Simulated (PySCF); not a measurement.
C₂H₆AlF, charge -1, doublet, geometry from GFN2-xTB (such geometries of metal compounds can be far from the true shape) (a state made from the parent by changing its charge; the spin is typed, not shown lowest). Base run: CCSD(T)/3-21G (PySCF).

Here is a job for PySCF.
```python
from pyscf import gto, scf, cc

mol = gto.Mole()
mol.atom = '''
    Al   -0.26743447   -0.38986576   -0.34817249
    C     1.80861426   -0.08224615   -0.55462333
    H     2.38561298   -0.95346930   -0.21363024
    H     2.22508040    0.78088337   -0.01524576
    H     2.09037588    0.06333279   -1.60829854
    C    -0.57458685   -0.49181827    1.73572816
    H    -1.64201132   -0.60327691    1.97885445
    H    -0.22780708    0.37419314    2.31804546
    H    -0.07905531   -1.36697989    2.17918314
    F    -0.96441243    1.13532868   -0.79992168
'''
mol.basis = '3-21g'
mol.charge = -1
mol.spin = 1
mol.verbose = 4
mol.build()

mf = scf.UHF(mol)
mf.kernel()

mycc = cc.CCSD(mf)
mycc.kernel()
et = mycc.ccsd_t()
print('E(CCSD(T)) = %.10f' % (mycc.e_tot + et))
```

Each row names what was changed in the base input (with any setting that the change needs).

```
change                                ΔE vs base (kcal/mol)  MP2 correlation (Eh)  CC correlation without the perturbative part (Eh)  basis functions  core-seconds (rough)
------------------------------------  ---------------------  --------------------  -------------------------------------------------  ---------------  --------------------
base                                                  0.000              -0.34349                                           -0.37736               52                    30
cc.diis_space = 10                                    0.000              -0.34349                                           -0.37736               52                    40
cc.iterative_damping = 0.8                            0.000              -0.34349                                           -0.37736               52                    30
method = cisd                                         30.37                     -                                                  -               52                     8
density fitting = JK and correlation                  0.108              -0.34334                                           -0.37733               52                    30
cc.conv_tol = 1e-9                                    0.000              -0.34349                                           -0.37736               52                    30
frozen = 7                                             5.90              -0.33372                                           -0.36817               52                    10
cc.direct = True                                      0.000              -0.34349                                           -0.37736               52                    40
cart = on                                             0.000              -0.34349                                           -0.37736               52                    40
frozen = 8                                             6.22              -0.33323                                           -0.36766               52                    10
```

Open shells are given as the SCF converged; they aren't shown to be the lowest states, and a large step between rows can be another state.
